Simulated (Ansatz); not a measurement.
BMe2(NH2) (C2H8BN). The state is a singlet with charge 0. Geometry PBE0-D4/def2-SVP, basis def2-TZVP, Ansatz.

```json
{"run": "A", "HOMO (eV)": "-7.83", "LUMO (eV)": "0.48"}
{"run": "B", "HOMO (eV)": "-6.69", "LUMO (eV)": "0.06"}
{"run": "C", "HOMO (eV)": "-8.07", "LUMO (eV)": "0.82"}
{"run": "D", "HOMO (eV)": "-6.95", "LUMO (eV)": "0.61"}
{"run": "E", "HOMO (eV)": "-6.85", "LUMO (eV)": "-0.04"}
{"run": "F", "HOMO (eV)": "-7.01", "LUMO (eV)": "0.21"}
```

B3LYP takes the VWN-RPA correlation.

**Question.** The runs used B3LYP, B97M-V, LDA (SPW92), PBE, PBE0, r2SCAN. Estimate which is which.

**Answer.** A B3LYP (20 % exact exchange); B PBE (0 % exact exchange); C PBE0 (25 % exact exchange); D r2SCAN (0 % exact exchange); E LDA (SPW92) (0 % exact exchange); F B97M-V (0 % exact exchange). Exact exchange lowers occupied and raises empty levels; among semilocal functionals meta-GGAs tend to open the gap a little, and such runs are hard to tell apart. The gap grows from 6.76 eV (PBE) to 8.89 eV (PBE0).
